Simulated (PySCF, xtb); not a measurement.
CH7ClOSi2, SMILES C[SiH2][Si@@H](O)Cl. One conformer was computed; it need not be the lowest.

Harmonic wavenumbers (cm⁻¹) from GFN2-xTB in xtb at its own minimum, in rising order: 19, 84, 133, 148, 167, 209, 307, 398, 414, 507, 560, 629, 680, 694, 750, 786, 796, 818, 834, 885, 1368, 1484, 1487, 2172, 2184, 2191, 3032, 3038, 3044, 3622.

**Question.** What does PBE-D3(BJ)/def2-SVP (PySCF) give at its own minimum? (The exact figures need the calculation; the answer reports its results.)

**Answer.** 39, 72, 139, 162, 194, 228, 303, 397, 440, 526, 586, 646, 683, 728, 795, 813, 845, 857, 894, 911, 1212, 1384, 1387, 2129, 2150, 2159, 2980, 3083, 3086, 3741. Paired by order, the mean absolute difference is 40 cm⁻¹ and the zero-point energies are 47.8 and 48.0 kcal/mol.
